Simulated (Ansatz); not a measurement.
Gas-phase electronic energies from Ansatz, PBE0-D4/def2-TZVP geometries. CCSD(T)/CBS adds triple-zeta CCSD(T) − MP2 to the extrapolated MP2 energy (def2 sets, frozen cores). This one scheme is used for every species. Functionals use def2-TZVPP. For Ge outer-core shells are correlated without core-valence functions, which leaves a few kJ/mol of doubt a bond. Scalar relativity is left out up to krypton. Each species was taken in one conformer, which may not be the lowest.

Consider the ligand exchange at a Ge–C bond: `[CH3][GeH]([F])[Cl]` + `N=C=O` → `O=C=[N][GeH]([F])[Cl]` + CH₄.

`[CH3][GeH]([F])[Cl]`:

Cartesian coordinates in Å:
```
C 0.362 0.515 0.875
Ge -0.215 -0.295 -0.775
F -1.880 0.130 -1.014
Cl -0.186 -2.430 -0.587
H 1.394 0.233 1.088
H 0.291 1.600 0.797
H -0.280 0.168 1.685
H 0.514 0.079 -2.068
```

`N=C=O`:

```xyz
4

N     0.367   -0.627   -0.244
C    -0.409    0.272   -0.019
O    -1.242    1.071    0.107
H     1.284   -0.717    0.155
```

`O=C=[N][GeH]([F])[Cl]`:

Cartesian coordinates in Å:
```
O -2.184 0.192 1.929
C -1.156 0.258 1.399
N -0.053 0.362 0.922
Ge 0.769 -0.050 -0.630
F 0.365 1.191 -1.750
Cl -0.017 -1.857 -1.420
H 2.276 -0.096 -0.450
```

CH₄:

Z-matrix (Å, degrees):
```
C
H 1 1.090
H 1 1.090 2 109.5
H 1 1.090 2 109.5 3 -120.0
H 1 1.090 2 109.5 3 120.0
```

```json
{"level": "BLYP", "ΔE (kcal/mol)": "-11.0"}
{"level": "CCSD(T)/def2-TZVPP", "ΔE (kcal/mol)": "-12.8"}
```

**Question.** What does CCSD(T)/CBS give? (An estimate is asked.)

**Answer.** Computed: -11.7 kcal/mol. The listed levels differ from it by 0.7, -1.1 kcal/mol.

Largest T1 diagnostic among the species: 0.018.

From PBE to PBE0 (25 % exact exchange), in def2-TZVPP and without D4, ΔE moves by −1.0 kcal/mol. In def2-TZVPP, CCSD(T) changes the Hartree–Fock value by +3.2 kcal/mol (the triples alone add +0.1 kcal/mol) and MP2 by +2.6 kcal/mol. Leaving LDA and LC-ωPBE aside and taking each functional with its dispersion term where it has one, the values, not all of them listed here, spread over 3.5 kcal/mol, from BHLYP-D4 to PBE-D4. LDA lies +0.8 kcal/mol from PBE without D4.
